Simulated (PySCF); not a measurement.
Geometry:
| atom | x (Å) | y (Å) | z (Å) |
| --- | --- | --- | --- |
| Na1 | -1.007 | 1.071 | 2.205 |
| F2 | -1.360 | 2.179 | 0.563 |
| Na3 | -0.889 | 1.945 | -1.381 |
| F4 | 0.081 | 0.609 | -2.533 |
| Na5 | 1.039 | -1.126 | -2.166 |
| F6 | 1.382 | -2.236 | -0.522 |
| Na7 | 0.911 | -1.995 | 1.421 |
| F8 | -0.056 | -0.664 | 2.580 |

Geometry: PBE0-D3(BJ)/def2-SVP; GIAO absolute shieldings from PySCF 2.14, gas phase, non-relativistic, averaged over equivalent atoms.

At PBE0/pcSseg-1 (132 basis functions, 10 s wall time on 1 thread of an Arm Neoverse V1, shared host):
| atoms | σ (ppm) |
| --- | --- |
| Na1/Na3/Na5/Na7 | 558.1 |
| F2/F4/F6/F8 | 526.8 |

Question: Estimate the result of repeating the calculation with KT2/pcSseg-1.

Answer: 
| atoms | σ at KT2/pcSseg-1 | change |
| --- | --- | --- |
| Na1/Na3/Na5/Na7 | 556.7 | -1.4 |
| F2/F4/F6/F8 | 528.5 | +1.7 |

The largest change is at F2/F4/F6/F8 (fluorine bonded to 2 Na). Cost: 132 basis functions, 14 s wall time on 1 thread of an Arm Neoverse V1, shared host.
